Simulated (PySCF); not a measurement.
**Tl⁶⁹⁺: ionisation energy**

Tl⁶⁹⁺ [Ne] 3s2 → Tl⁷⁰⁺ [Ne] 3s1 [3s1/2^1, M_J = 1/2], as a difference of total energies. Calculation: PySCF 2.14, in an even-tempered Gaussian basis (17 s from 25 bohr⁻², ratio 2.4; 14 p from 32 bohr⁻², ratio 2.4; 4 d from 100 bohr⁻², ratio 2.6; 4 f from 150 bohr⁻², ratio 2.6); the two-component X2C-1e Hamiltonian. Correlated levels: 1s2 frozen; the 46 highest virtual spinors dropped. "Screened" scales the spin-orbit matrix elements by Boettger's factors to mimic the two-electron term; Breit and QED terms are absent.

| method | ionisation energy (eV) |
| --- | --- |
| GHF (spin-free) | 8739.8 |
| GMP2 (spin-free) | 8743.1 |
| GHF (screened spin-orbit) | 8738.7 |
| GMP2 (screened spin-orbit) | 8742.6 |

Q: How much does correlation contribute at GMP2 (screened spin-orbit)?

A: 8742.6 − (8738.7) = 3.9 eV, measured against GHF (screened spin-orbit).

Breit and QED terms and the two-electron picture change are absent.

For comparison: 8730 ± 50 eV (theoretical estimate listed by NIST; NIST Atomic Spectra Database, ionization energies).
